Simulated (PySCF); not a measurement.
All values below come from PBE-D3(BJ)/def2-TZVP // r2SCAN-D4/def2-TZVP (PySCF). Isolated molecules, 0 K electronic values unless said otherwise. One relaxed conformer stands for a flexible species; it need not be the lowest. Excitations are Tamm–Dancoff values on a coarser integration grid. The basis has no diffuse functions, so Rydberg states are missing or too high.

Reference species (SMILES): `[SH][GeH2][SH]` (H–S–Ge–S torsion -145°, S–Ge–S–H torsion 59°) (neutral, multiplicity 1).

The S1 oscillator strength is 0.014 and the HOMO–LUMO gap is 4.78 eV. The S1 excitation (TDA) comes out as 4.98 eV. The T1 excitation (TDA) is 4.55 eV.

Changed species: `[SH][GeH]([SH])[SH]` (1 of 4 SH replaced by H; the reference has 2 of 4 SH replaced by H).

Problem. Predict the effect on the S1 oscillator strength, HOMO–LUMO gap, S1 excitation (TDA) and T1 excitation (TDA).

Solution. the S1 oscillator strength stays essentially unchanged; the HOMO–LUMO gap falls by 0.47 eV, to 4.31 eV; the S1 excitation (TDA) drops by 0.50 eV, to 4.48 eV; the T1 excitation (TDA) falls by 0.42 eV, to 4.13 eV.
